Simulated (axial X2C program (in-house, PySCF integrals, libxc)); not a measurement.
# How long does SnO⁺ take?

A bond scan computed with an in-house all-electron X2C program for linear molecules (integrals from PySCF). Basis: Sn dyall-cv3z [11s12p9d4f1g], O dyall-av3z [7s6p3d2f] (cores contracted in-house).

Input:
```json
{"zs": [50, 8], "q": 1, "bas": ["dyall-cv3z", "dyall-av3z"], "levels": ["PBE0", "HF", "PBE50"], "cc": true, "r0": 1.87, "thr": -1.0, "nmax": 90, "npts": 10, "nst": 2, "ntry": 6}
```
```bash
python so2c.py task.json out
```

Keys: zs atomic numbers; q charge; bas basis sets; levels methods; cc coupled cluster on or off; r0 starting distance in Å; thr threshold in hartree for freezing inner shells (an s shell follows its p shell); nmax most natural virtual spinors; npts points on the curve; nst determinants followed; ntry starts of the search. HF also brings MP2.

Hardware: 1 thread of Intel(R) Xeon(R) Processor @ 2.30GHz, with other jobs on the host.

Wall time of one point of each curve, integrals apart:

```json
{"Hamiltonian": "spin-free", "level": "PBE0", "points": "10", "seconds a point": "0.53"}
{"Hamiltonian": "spin-free", "level": "HF", "points": "10", "seconds a point": "0.26"}
{"Hamiltonian": "spin-free", "level": "CCSD(T) (9 electrons, 90 virtuals)", "points": "7", "seconds a point": "3.9"}
{"Hamiltonian": "spin-free", "level": "PBE50", "points": "10", "seconds a point": "0.56"}
{"Hamiltonian": "2c", "level": "PBE0", "points": "10", "seconds a point": "0.65"}
{"Hamiltonian": "2c", "level": "HF", "points": "10", "seconds a point": "0.47"}
{"Hamiltonian": "2c", "level": "CCSD(T) (9 electrons, 90 virtuals)", "points": "7", "seconds a point": "4.4"}
{"Hamiltonian": "2c", "level": "PBE50", "points": "10", "seconds a point": "0.68"}
```

The rest:

Search with its distance optimisation 27 s, atoms 14 s, whole task 140 s. Coupled cluster runs on the points near the minimum only. The program drops outer points, and coupled cluster, when its time limit (not in the input) nears; MP2, further determinants and curves that did not converge are not in the table.
